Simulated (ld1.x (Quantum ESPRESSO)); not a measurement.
**What one change does to a pseudopotential (Bi, ultrasoft)**

- Element: Bi
- Generator: ld1.x (Quantum ESPRESSO) 7.5
- Type: ultrasoft
- Functional: LDA (PZ)
- Relativity: scalar-relativistic
- Frozen core: [Xe] 4f14
- Valence charge: 15
- Reference configuration: 5d10 6s2 6p3
- Partial waves: 6s (bound): rcut 1.75, rcutus 1.90 bohr; 6s channel at -0.65 Ry: rcut 1.75, rcutus 1.90 bohr; 6p (bound): rcut 2.10, rcutus 2.55 bohr; 6p channel at 1.3 Ry: rcut 2.10, rcutus 2.55 bohr; 5d (bound): rcut 1.75, rcutus 1.95 bohr; 5d channel at -1.7 Ry: rcut 1.75, rcutus 1.95 bohr
- Local potential: all-electron potential smoothed inside 1.90 bohr (lloc = -1)
- Core correction: a·sin(br)/r model core inside 1.25 bohr
- Augmentation charge: built from norm-conserving waves at rcut, not smoothed further

Change: fully relativistic.

Cutoffs: the cutoffs (Ry, on a coarse ladder) from which the occupation-weighted sum of valence levels, in a spherical-Bessel basis at the reference potential, stays within 10 and 1 mRy of its value at 400 Ry; they do not see the model core or the augmentation charge, which bear on the density cutoff. Errors are all-electron minus pseudo energies relative to the spin-unpolarised reference configuration.

Q: What does the change do?

A: The potential gets neither clearly harder nor softer (35 Ry and 50 Ry → 35 Ry and 55 Ry); a bound ghost appears in s, which as a rule spoils a file; the number of tests with a reliable result goes from 9 to 7; of the 7 tests that both files solve, the error grows in 0 and shrinks in 7 by more than 15 % and 0.3 meV (median size 5.0 → 2.6 meV).

```csv
quantity,base,changed
"cutoff, loose",35 Ry,35 Ry
"cutoff, tight",50 Ry,55 Ry
bound ghosts,none,s
"error for 5d10 6s2 6p2, meV [ΔE 8.15 → 8.31 eV]",-4.1,-0.2
"error for 5d10 6s2 6p1, meV [ΔE 23.72 → 24.05 eV]",-14,-2.6
"error for 5d10 6s2 6p0, meV [ΔE 47.43 → 47.99 eV]",-33,-9.8
"error for 5d10 6s2 6p3.3, meV [ΔE -1.15 → -1.20 eV]",+0.5,0.0
"error for 5d10 6s2 6p2.5, meV [ΔE 3.21 → 3.28 eV]",-1.6,0.0
"error for 5d10 6s1 6p0, meV [ΔE 93.35 → 93.88 eV]",-58,-19
"error for 5d10 6s1 6p4, meV [ΔE 10.18 → 9.94 eV]",-5.0,-3.2
s: phases at 2.75 bohr within 0.05 rad from the reference energy up to (Ry; the scan ends near 5),2.9,2.9
lowest overlap eigenvalue by channel,"s 0.21, p 0.40, d 1.00","s 0.20, p1/2 0.42, p3/2 0.38, d3/2 1.00, d5/2 1.00"
```

 A true bound ghost makes a file unfit for plane-wave use even where its test errors are small: the radial tests pick states by their node count and pass the ghost by.
